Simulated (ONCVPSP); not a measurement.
## What one change does to a pseudopotential (nickel (Ni), ONCV)

```json
{
  "Element": "Ni",
  "Generator": "ONCVPSP 4.0.1",
  "Type": "optimised norm-conserving Vanderbilt (ONCV)",
  "Functional": "BLYP",
  "Relativity": "scalar-relativistic",
  "Frozen core": "[Ne] 3s2",
  "Valence charge": "16",
  "Reference configuration": "3p6 3d8 4s1 4p1",
  "Partial waves": "4s: rc 2.20 bohr, ncon 4, nbas 8, qcut 2.5 1/bohr, 2 projectors, debl 3 Ha; 3p+4p: rc 1.30 bohr, ncon 5, nbas 9, qcut 13.5 1/bohr, 2 projectors; 3d: rc 0.80 bohr, ncon 3, nbas 7, qcut 14.3 1/bohr, 3 projectors, debl 0.7 Ha",
  "Local potential": "polynomial inside 0.70 bohr (lpopt 5, dvloc0 4 Ha)",
  "Core correction": "Teter function fitted to the true core (icmod 2), fcfact 0.7"
}
```

All-electron outer shells of the reference configuration (BLYP, scalar-relativistic, ld1.x):

```json
{"shell": "2p", "level (eV)": "-846.93", "outermost node (bohr)": "–", "outermost maximum (bohr)": "0.16"}
{"shell": "3s", "level (eV)": "-112.75", "outermost node (bohr)": "0.30", "outermost maximum (bohr)": "0.64"}
{"shell": "3p", "level (eV)": "-73.18", "outermost node (bohr)": "0.27", "outermost maximum (bohr)": "0.65"}
{"shell": "3d", "level (eV)": "-10.71", "outermost node (bohr)": "–", "outermost maximum (bohr)": "0.63"}
{"shell": "4s", "level (eV)": "-6.86", "outermost node (bohr)": "0.92", "outermost maximum (bohr)": "2.18"}
{"shell": "4p", "level (eV)": "-2.05", "outermost node (bohr)": "1.00", "outermost maximum (bohr)": "2.98"}
```

Change: s: debl 5.65.

Cutoffs: the cutoffs (Ha) at which the residual kinetic energy of the hardest occupied pseudo-wave falls to 1 and 0.1 mHa per electron; they do not see the model core or the augmentation charge, which bear on the density cutoff. Errors are all-electron minus pseudo energies relative to the spin-unpolarised reference configuration.

Question: What does the change do?

Answer: The potential gets neither clearly harder nor softer (100 Ha and 298 Ha → 100 Ha and 298 Ha); both files keep a bound ghost (s); the errors of the 4 common tests hardly move; the range in which the s phases agree narrows (upper end at the end of the scan → 2.7).

| quantity | base | changed |
| --- | --- | --- |
| cutoff, loose | 100 Ha | 100 Ha |
| cutoff, tight | 298 Ha | 298 Ha |
| bound ghosts | s | s |
| GHOST(+) flags under 300 eV | d at 77.0 eV | d at 77.0 eV, s at 211.4 eV |
| error for 3p6 3d8 4s2 4p0, meV [ΔE -4.61 eV] | -4.3 | -4.3 |
| error for 3p6 3d8 4s1 4p0, meV [ΔE 4.73 eV] | +0.3 | +0.4 |
| error for 3p6 3d8 4s0 4p0, meV [ΔE 22.28 eV] | -10 | -10 |
| error for 3p6 3d8.5 4s1.5 4p0, meV [ΔE -5.77 eV] | +5.6 | +5.6 |
| s: phases at 2.23 bohr within 0.05 rad from the reference energy up to (Ha; the scan ends near 5) | to the end of the scan | 2.7 |
| p: phases at 1.32 bohr within 0.05 rad from the reference energy up to (Ha; the scan ends near 5) | to the end of the scan | to the end of the scan |
| d: phases at 0.81 bohr within 0.05 rad from the reference energy up to (Ha; the scan ends near 5) | to the end of the scan | to the end of the scan |
| rms error of d²Exc/dni dnj with the model core, mHa | 2.09 | 2.09 |

 A true bound ghost makes a file unfit for plane-wave use even where its test errors are small: the radial tests pick states by their node count and pass the ghost by.
